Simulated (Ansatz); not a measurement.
C$_{4}$H$_{9}$BCl$_{2}$, SMILES `CC(C)CB(Cl)Cl`, relaxed with RKS PBE0-D4/def2-TZVP in Ansatz 0.2.0 from a PBE-D4/def2-SVP geometry. The force threshold is 0.005 eV/Å; the program also tests the step.

The species carries charge 0 and has multiplicity 1.

Start:

```xyz
16

C     1.159    1.285   -0.728
C     0.043    0.266   -0.469
C     0.442   -1.131   -0.964
C    -0.345    0.233    1.023
B    -1.629   -0.566    1.435
Cl   -1.813   -1.217    3.067
Cl   -2.983   -0.789    0.318
H     0.861    2.306   -0.411
H     1.425    1.330   -1.804
H     2.081    1.017   -0.167
H    -0.856    0.585   -1.043
H    -0.383   -1.861   -0.833
H     1.324   -1.512   -0.405
H     0.709   -1.118   -2.040
H     0.515   -0.101    1.645
H    -0.550    1.275    1.376
```

(1) How much energy does the relaxation release, and in how many steps? (An estimate is asked.)

(2) Which bonds change most? (Best estimate.)

(3) Give the relaxed structure. (Estimate.)

Answers

(1) Ansatz gave: 5.61 kJ/mol, in 6 steps, 2 of them rejected.

(2) Computed: C2–H11 from 1.113 to 1.096 Å; B5–Cl7 from 1.769 to 1.752 Å; C4–H15 from 1.113 to 1.096 Å; C1–H10 from 1.111 to 1.095 Å.

(3) Ansatz gave: 
```xyz
16

C     1.145    1.274   -0.722
C     0.037    0.263   -0.469
C     0.447   -1.122   -0.952
C    -0.342    0.229    1.011
B    -1.623   -0.556    1.419
Cl   -1.789   -1.218    3.032
Cl   -2.982   -0.745    0.330
H     0.847    2.279   -0.413
H     1.409    1.312   -1.782
H     2.049    1.009   -0.164
H    -0.846    0.574   -1.039
H    -0.356   -1.851   -0.816
H     1.322   -1.478   -0.399
H     0.707   -1.108   -2.013
H     0.506   -0.118    1.614
H    -0.531    1.256    1.365
```
